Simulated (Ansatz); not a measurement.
Computed with frozen-core CCSD(T)/def2-TZVPP // BP86-D3(BJ)/def2-SVP (Ansatz, a first-principles code).

Ansatz 0.2 input:
```yaml
crystal:
  periodic: [false, false, false]
  atoms:
    - { symbol: Sc, position_ang: [0.156699, -0.126897, 0.304824] }
    - { symbol: O, position_ang: [1.795103, 0.796577, 0.387539] }
    - { symbol: H, position_ang: [2.196849, 1.676285, 0.467572] }
    - { symbol: O, position_ang: [0.14216, -2.006498, 0.203805] }
    - { symbol: H, position_ang: [0.711025, -2.791773, 0.167898] }
    - { symbol: O, position_ang: [-1.468027, 0.821691, 0.342215] }
    - { symbol: H, position_ang: [-2.434366, 0.735556, 0.330463] }
basis:
  gaussian: { orbitals: def2-TZVPP }
correlation:
  method: ccsd_t
```

Output:

```
Functional definition: HF
1279 factors; integrals over basis functions are off by at most 1.1e-3 eV
mean field evaluation 1: about -26832.3179 eV, gradient 7.3e1 eV
mean field evaluation 2: about -26832.4074 eV, gradient 7.3e1 eV
mean field evaluation 4: about -26841.4101 eV, gradient 2.6e0 eV
mean field evaluation 8: about -26841.4800 eV, gradient 2.5e-1 eV
mean field evaluation 16: about -26836.2736 eV, gradient 5.7e1 eV
mean field -26841.48036561 eV, -986.4062096275 hartree, gradient 6.0e-6 eV, S^2 0.000000; 0 other end points of the search recorded, 0 dependent functions left out
8 core orbitals not correlated
reference -26841.48036561 eV, -986.4062096275 hartree; 16, 16 occupied and 175, 175 virtual orbitals, 1279 factors
second order -28.20221731 eV of doubles, -0.00000000 eV of singles
cycle   1  -27.71223179 eV  change    4.9e-1 eV  update   1.4e-1
cycle   2  -28.33992663 eV  change   -6.3e-1 eV  update   5.3e-2
cycle   3  -28.52819131 eV  change   -1.9e-1 eV  update   2.5e-2
cycle   4  -28.52174396 eV  change    6.4e-3 eV  update   8.0e-3
cycle   5  -28.51161447 eV  change    1.0e-2 eV  update   3.1e-3
cycle   6  -28.51311436 eV  change   -1.5e-3 eV  update   1.1e-3
cycle   7  -28.51278822 eV  change    3.3e-4 eV  update   3.3e-4
cycle   8  -28.51262103 eV  change    1.7e-4 eV  update   9.6e-5
cycle   9  -28.51267031 eV  change   -4.9e-5 eV  update   4.2e-5
cycle  10  -28.51267994 eV  change   -9.6e-6 eV  update   1.3e-5
perturbative correction -1.05993626 eV, -0.0389519391 hartree
Total energy: -26871.05298182 eV, -987.4929832279 hartree
```

Cost: roughly 4 core-minutes.
